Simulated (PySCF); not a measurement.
SMILES N#CCCO[SiH3] (GFN2-xTB optimised geometry):

```
13

N      2.905    -0.348    -2.286
C      2.523    -0.703    -1.269
C      2.018    -1.162     0.000
C      0.482    -1.162     0.000
O      0.016     0.148     0.000
Si    -1.346     0.769    -0.627
H      2.392    -2.171     0.187
H      2.376    -0.491     0.785
H      0.112    -1.711    -0.875
H      0.122    -1.673     0.903
H     -1.466     0.429    -2.047
H     -2.523     0.235     0.068
H     -1.095     2.171    -0.351
```

Method: PBE0/def2-TZVP in PySCF.

Question: What are the frontier orbital energies and the dipole moment?

Answer: HOMO-2 -9.45 eV, HOMO-1 -9.09 eV, HOMO -8.52 eV, LUMO -0.06 eV, LUMO+1 0.72 eV; dipole moment 4.07 D.

Meta-Löwdin charges at PBE0/def2-TZVP: N1 -0.23, C2 0.11, C3 -0.24, C4 0.03, O5 -0.62, Si6 0.76, H7 0.15, H8 0.16, H9 0.11, H10 0.11, H11 -0.12, H12 -0.12, H13 -0.09.
